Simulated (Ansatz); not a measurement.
```yaml
crystal:
  periodic: [false, false, false]
  atoms:
    - {symbol: Si, position_ang: [-0.748817, 1.350996, 0.282096]}
    - {symbol: O, position_ang: [0.623491, 0.778681, -0.368675]}
    - {symbol: In, position_ang: [1.498871, -0.973906, -0.685165]}
    - {symbol: Se, position_ang: [0.131475, -2.882294, 0.135675]}
    - {symbol: H, position_ang: [-1.533855, 2.110706, -0.729607]}
    - {symbol: H, position_ang: [-0.451634, 2.252123, 1.429501]}
    - {symbol: H, position_ang: [-1.622964, 0.247467, 0.792682]}
    - {symbol: H, position_ang: [3.014407, -0.933257, -1.449034]}
    - {symbol: H, position_ang: [-0.910964, -1.950525, 0.592507]}
basis:
  gaussian: {orbitals: def2-mTZVP}
total_charge: 1
magnetization: {spin_polarized: false, initial_magnetization: 1}
hamiltonian: {xc: {name: LC-wPBE}}
output: {forces: true}
```

```sh
$ ansatz run in.yaml --threads 4 --pin off --events-out ev --progress --plain --max-ram 10444MiB
```

It prints (some lines left out):

```
Functional definition: LC-wPBE
1320 factors; their error is unknown
481 factors; integrals over basis functions are off by at most 1.4e-5 eV
mean field evaluation 1: about -80497.8058 eV, gradient 8.7e1 eV
mean field evaluation 2: about -80417.8423 eV, gradient 1.8e2 eV
mean field evaluation 4: about -80508.3122 eV, gradient 2.2e1 eV
mean field evaluation 8: about -80511.0656 eV, gradient 1.1e0 eV
mean field evaluation 16: about -80511.0410 eV, gradient 1.3e-3 eV
mean field -80511.04102738 eV, -2958.7261854126 hartree, gradient 5.7e-5 eV, S^2 0.750000; 3 other end points of the search recorded, 0 dependent functions left out
reference -80511.04102739 eV, -2958.7261854130 hartree; 41, 40 occupied and 92, 93 virtual orbitals, 1320 factors
Total energy: -80511.04102739 eV, -2958.7261854130 hartree
Atom 0 at    -0.748817     1.350996     0.282096 Å, force    -1.104216     1.175211     0.472731 eV/Å
Atom 1 at     0.623491     0.778681    -0.368675 Å, force     0.841274    -1.575713    -0.312262 eV/Å
Atom 2 at     1.498871    -0.973906    -0.685165 Å, force     1.317566     2.574453    -0.842383 eV/Å
Atom 3 at     0.131475    -2.882294     0.135675 Å, force    -0.837470    -1.219227     0.506320 eV/Å
Atom 4 at    -1.533855     2.110706    -0.729607 Å, force     0.139007    -0.217982     0.073996 eV/Å
Atom 5 at    -0.451634     2.252123     1.429501 Å, force     0.036698    -0.230778    -0.130769 eV/Å
Atom 6 at    -1.622964     0.247467     0.792682 Å, force     0.159368    -0.222408    -0.064230 eV/Å
Atom 7 at     3.014407    -0.933257    -1.449034 Å, force    -0.338292    -0.369756     0.195626 eV/Å
Atom 8 at    -0.910964    -1.950525     0.592507 Å, force    -0.213934     0.086200     0.100972 eV/Å
Dipole moment:    -0.028951    -1.077605     0.089987 e Å
```

Run time 5.5 s (4 threads of an Intel Xeon Platinum 8488C on a shared host); peak host memory 0.47 GiB.
